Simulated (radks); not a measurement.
The numbers below are computed, except where a source is named.
Ionisation of Ta, [Xe] 4f14 5d3 6s2, to Ta+, [Xe] 4f14 5d3 6s1, under several functionals. Scalar-relativistic Kohn-Sham, spin-polarised, spherical densities, finite nucleus; open shells are filled with parallel spins first (spin-orbit coupling, left out, can overturn this in heavy ions); a radial shooting solver on a logarithmic mesh with Libxc functionals.

functional            E(Ta) (hartree)  Exc (hartree)  IE (eV)  -e(HOMO) (eV)  <r> HOMO (bohr)  IE error (eV)
exchange-only r2SCAN      -15599.6091      -311.2116    5.843          3.744            2.204         -1.706
r2SCAN                    -15604.0051      -315.6703    7.020          4.432            2.185         -0.530
MS2 meta-GGA              -15601.8346      -314.0951    7.282          4.246            2.211         -0.268

NIST Atomic Spectra Database: 7.550 eV (measured). Closest: MS2 meta-GGA. The Delta-SCF values span 1.44 eV, the total energies 4.40 hartree. The highest occupied level is 5d. Open shells are spherical and high-spin; term and fine-structure splittings are not resolved. Spin-orbit splitting is averaged out at the scalar-relativistic level.
